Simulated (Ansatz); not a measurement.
Reaction (formal exchange of groups at the Si–Cl bond): `Cl[SiH]1PS1` + CH₄ → `C[SiH]1PS1` + HCl

Calculated with Ansatz (gas phase, PBE0-D4/def2-TZVP geometries, no zero-point term in ΔE). CBS: MP2 limit from def2 TZ/QZ plus the TZ coupled-cluster correction, frozen cores. This one scheme is used for every species. Functionals use def2-TZVPP. B3LYP here is the variant with VWN-RPA as its local correlation; programs differ in this.

`Cl[SiH]1PS1`:

Z-matrix (Å, degrees):
```
Si
P 1 2.200
S 1 2.083 2 61.7
Cl 1 2.039 2 120.9 3 108.6
H 1 1.473 2 121.6 3 -107.5
H 2 1.427 1 92.1 3 -97.0
```

CH₄:

```xyz
5

C     0.000    0.000    0.000
H     0.514    0.797    0.536
H     0.696   -0.815   -0.195
H    -0.382    0.385   -0.945
H    -0.829   -0.367    0.604
```

`C[SiH]1PS1`:

Cartesian coordinates in Å:
```
C 1.101 -0.471 -0.515
Si -0.342 -0.307 0.643
P -1.543 1.544 0.774
S -2.287 -0.281 -0.160
H 1.253 -1.518 -0.786
H 0.920 0.103 -1.425
H 2.016 -0.105 -0.041
H -0.182 -1.077 1.898
H -0.935 2.112 -0.388
```

HCl:

Z-matrix (Å, degrees):
```
Cl
H 1 1.279
```

```csv
level,ΔE (kJ/mol),difference from CCSD(T)/CBS
r2SCAN-D4,96.0,4.3
PBE0-D4,91.6,-0.1
B3LYP-D4,95.6,3.9
r2SCANh-D4,95.5,3.8
r2SCAN0-D4,94.7,3.0
CAM-B3LYP-D4,92.9,1.2
PBE-QIDH,92.4,0.7
PBE0,92.1,0.4
B3LYP,96.1,4.4
r2SCAN0,95.2,3.5
LC-ωPBE,88.7,-3.0
RPA@PBE/def2-TZVPP,86.4,-5.3
HF/def2-SVP,95.9,4.2
MP2/def2-SVP,92.7,1.0
SCS-MP2/def2-TZVPP,93.1,1.4
CCSD/def2-TZVPP,88.3,-3.4
CCSD(T)/CBS,91.7,0
```

Largest T1 diagnostic among the species: 0.013.

In def2-TZVPP, CCSD(T) changes the Hartree–Fock value by −9.3 kJ/mol (the triples alone add +0.3 kJ/mol) and MP2 by −4.7 kJ/mol. Leaving LDA and LC-ωPBE aside and taking each functional with its dispersion term where it has one, the values, not all of them listed here, spread over 6.1 kJ/mol, from PBE0-D4 to B97M-V. LDA lies −5.9 kJ/mol from PBE without D4.
